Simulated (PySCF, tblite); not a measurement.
Compound: C7H9N.
Numbering: `[CH3:1][CH2:2][c:3]1[cH:4][cH:5][cH:6][n:7][cH:8]1` (hydrogens: H9, H10, H11 on C1; H12, H13 on C2; H14 on C4; H15 on C5; H16 on C6; H17 on C8)

Computed geometry: GFN2-xTB, gas phase.

Task: List the bond lengths, angles and torsions at this level.

Result: 
```
                 bond  length (pm)
                C1–C2        153.0
                C2–C3        150.0
                C3–C4        139.0
                C4–C5        138.5
                C5–C6        138.6
                C6–N7        132.2
                N7–C8        132.0
                C3–C8        139.2
C1–H9, C1–H10, C1–H11        108.8
       C2–H12, C2–H13        109.2
               C4–H14        108.2
               C5–H15        107.9
               C6–H16        108.2
               C8–H17        108.3
```

Bonds in one row agree within 1 pm and their mean is given. A selection of angles:
```
   angle  degrees
C1–C2–C3    110.4
C2–C3–C4    121.6
C2–C3–C8    121.3
C4–C3–C8    117.0
C3–C4–C5    119.4
C4–C5–C6    118.3
C5–C6–N7    123.1
C6–N7–C8    118.2
C3–C8–N7    124.1
```

Dihedral angles: C1–C2–C3–C4 -89° (synclinal). The mirror-image conformer, all signs reversed, is as good.

The 6-membered ring C3–C4–C5–C6–N7–C8 has internal angles of 117.0° to 124.1° (sum 720°, against 720° for a flat polygon); it is planar, 0.00 Å rms from its mean plane, widest ring torsion 0°. The 6 C–C bonds span 1.385 Å (C4–C5, aromatic) to 1.530 Å (C1–C2, drawn single), a spread of 0.145 Å. Of the pairs four or more bonds apart, H12···H14 is among the closest relative to their van der Waals radii: 2.49 Å, 104 % of the sum of Bondi's values. N7 (pyridine-type nitrogen) is bent (angle 118.2°).

Point group: C1 (no symmetry element, even within 0.4 Å). Its GFN2-xTB frequencies are all real (lowest 42 cm⁻¹). The numbers are those of one conformer.
